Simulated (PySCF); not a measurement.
## Unknown compound

Molecular formula: C8H9NSi. Simulated spectra:

¹H NMR (400 MHz, computed): δ 7.52 (d, 1H), 6.96 (m, 1H), 6.95 (m, 1H), 6.39 (d, 1H), 6.10 (m, 1H), 4.93 (m, 2H), 3.33 (br s, 2H).

¹³C{¹H} NMR (computed): δ 151.1 (CH), 143.6 (C), 136.1 (C), 135.1 (C), 131.6 (CH), 125.9 (CH), 125.0 (CH), 118.0 (CH).

Theory: PBE0-D3(BJ)/def2-SVP structure, GIAO PBE/pcSseg-1 shieldings, in PySCF (one computed conformer, non-relativistic, isolated molecule, averaged over atoms made equivalent by symmetry, fast rotation or ring inversion).

Shifts are taken against calculated references (same method and geometry level): ¹H (σref 31.20) and ¹³C (σref 180.03) vs TMS.

Q: What is the structure?

A: 
- Rings plus π bonds: 6 (2 rings in the answer).
- 8 carbon signals for 8 carbons: no two carbons are equivalent.
- Carbon types of the structure: 3 × C, 5 × CH, leaving 4 H on heteroatoms.
- δC 151.1, 125.0: alkene CH; an sp2 carbon of a C=C bond.
- δC 143.6: aromatic carbon bearing nitrogen; the electronegative substituent deshields the carbon that carries it.
- δC 136.1, 135.1: substituted aromatic carbon.
- δC 131.6, 125.9, 118.0: aromatic CH.
- δH 7.52, 6.10: hydrogen on an alkene CH; attached to an sp2 carbon and in the plane of the double bond.
- δH 6.96, 6.95, 6.39: hydrogen on an aromatic CH.
- δH 3.33: hydrogen on an aniline-type nitrogen; exchangeable, gas-phase position.

The compound is `Nc1cccc2c1C=C[SiH2]2`.

This is the structure that produced the data.

The OH or NH signal is concentration- and solvent-dependent in practice; the value given is the gas-phase one. Shifts are as computed. Against solution values, carbons near 30 ppm lie about +2 ppm off and those near 130 ppm about +2 ppm. Of 1211 compounds with measured shifts, 218 miss one by over three times the rms of a fit or turn the order of signals round; such compounds aren't used in these exercises. Multiplicities follow the n + 1 count of equivalent neighbours, as no J values were calculated; m marks all less simple cases, F and P coupling included.
